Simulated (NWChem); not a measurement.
System: SiHF, singlet; SMILES F[SiH]

Here is an NWChem input.

```
start job
memory heap 200 mb stack 900 mb global 1100 mb
geometry units angstroms noautosym nocenter noautoz
  Si     0.100090     0.585904     0.000000
  H     -1.450034     0.804208     0.000000
  F      0.069099    -1.066693     0.000000
end
basis spherical
  * library pcj-1
end
dft
  odft
  mult 1
  xc b3lyp
  iterations 150
end
property
  spinspin 3 1 2 1 3 2 3
end
task dft property
```

NWChem printed, in part:

```
             Northwest Computational Chemistry Package (NWChem) 7.3.0
             --------------------------------------------------------

                             Geometry "geometry" -> ""
                             -------------------------

 Output coordinates in angstroms (scale by  1.889725989 to convert to a.u.)

  No.       Tag          Charge          X              Y              Z
 ---- ---------------- ---------- -------------- -------------- --------------
    1 Si                  14.0000     0.10009000     0.58590400     0.00000000
    2 H                    1.0000    -1.45003400     0.80420800     0.00000000
    3 F                    9.0000     0.06909900    -1.06669300     0.00000000

 Effective nuclear repulsion energy (a.u.)      47.0480779791

                              NWChem Property Module
                              ----------------------

  itol2e modified to match energy
  convergence criterion.

                                 NWChem DFT Module
                                 -----------------

 Summary of "ao basis" -> "ao basis" (spherical)
 ------------------------------------------------------------------------------
       Tag                 Description            Shells   Functions and Types
 ---------------- ------------------------------  ------  ---------------------
 Si                          pcj-1                  13       31   6s5p2d
 H                           pcj-1                   6       10   4s2p
 F                           pcj-1                  11       27   5s4p2d

  itol2e modified to match energy
  convergence criterion.

            General Information
            -------------------
          SCF calculation type: DFT
          Wavefunction type:  spin polarized.
          No. of atoms     :     3
          No. of electrons :    24
           Alpha electrons :    12
            Beta electrons :    12
          Charge           :     0
          Spin multiplicity:     1
          Use of symmetry is: off; symmetry adaption is: off
          Maximum number of iterations: 150
          AO basis - number of functions:    68
                     number of shells:    30
          Convergence on energy requested:  1.00D-07
          Convergence on density requested:  1.00D-05
          Convergence on gradient requested:  5.00D-04

[...]

      -----------------------------------
      Indirect Spin-Spin Coupling Tensors
      -----------------------------------

      ---------------------------------------------------
      Calculating Fermi-Contact and Spin-Dipole Responses
      ---------------------------------------------------

                                NWChem CPHF Module
                                ------------------

  scftype          =     UHF
  nalpha           =       12
  nbeta            =       12
  variables        =     1344
  # of vectors     =       26
  tolerance        = 0.10D-03
  level shift      = 0.00D+00
  max iterations   =       50
  max subspace     =      260

 SCF residual:    5.0965560446628021E-005

Iterative solution of linear equations
  No. of variables     1344
  No. of equations       26
  Maximum subspace      260
        Iterations       50
       Convergence  1.0D-04

   iter   nsub   residual    time
   ----  ------  --------  ---------
     1     26    6.67D+01      13.4
     2     52    1.31D+01      22.8
     3     78    3.11D+00      31.9
     4    104    1.00D-01      41.2
     5    130    2.51D-03      50.3
     6    156    5.13D-05      59.5

      ----------------------------------------------
      Calculating Paramagnetic Spin-Orbit Responses
      ----------------------------------------------

                                NWChem CPHF Module
                                ------------------

  scftype          =     UHF
  nalpha           =       12
  nbeta            =       12
  variables        =     1344
  # of vectors     =        6
  tolerance        = 0.10D-03
  level shift      = 0.00D+00
  max iterations   =       50
  max subspace     =       60

 SCF residual:    5.0965560446628021E-005

Iterative solution of linear equations
  No. of variables     1344
  No. of equations        6
  Maximum subspace       60
        Iterations       50
       Convergence  1.0D-04

   iter   nsub   residual    time
   ----  ------  --------  ---------
     1      6    8.08D+00      63.1
     2     12    1.56D+00      66.2
     3     18    1.02D-01      69.3
     4     24    6.69D-03      72.3
     5     30    1.59D-04      75.4
     6     36    1.27D-06      78.4

      ----------------------------------
      Indirect Spin-Spin Tensors (in Hz)
      ----------------------------------

      -------------------------------------------------
      Atom    1:  29-Si and Atom    2:   1-H

      Respective Nuclear g-factors: ******** & 5.585689
      -------------------------------------------------

      Fermi Contact (FC) Term (Hz):
    -13.4414     -0.0000     -0.0000
     -0.0000    -13.4414     -0.0000
     -0.0000     -0.0000    -13.4414
        Isotropic =     -13.4414

      Spin-Dipole   (SD) Term (Hz):
      0.3442      1.0205     -0.0000
      0.4124      0.2342      0.0000
      0.0000      0.0000     -0.2493
        Isotropic =       0.1097

      FC - SD  Cross Term (Hz):
    -46.7536      0.0996      0.0000
      0.0996     24.8197      0.0000
      0.0000      0.0000     21.9340
        Isotropic =      -0.0000

      Paramagnetic Spin-Orbit Term (Hz):
      5.7879     -5.3492      0.0000
     -2.0693      4.3380     -0.0000
      0.0000      0.0000     -1.1526
        Isotropic =       2.9911

      Diamagnetic Spin-Orbit Term (Hz):
    -11.0655      2.0508      0.0000
      2.3429      5.3611     -0.0000
     -0.0000      0.0000      5.3609
        Isotropic =      -0.1145

[...]
```

Level: B3LYP/pcJ-1. Low-valent species are run as closed-shell singlets; no triplet was tried in these runs. All runs use the structure optimised with PBE-D3(BJ)/def2-SVP. B3LYP is NWChem's, with the RPA form of VWN correlation.
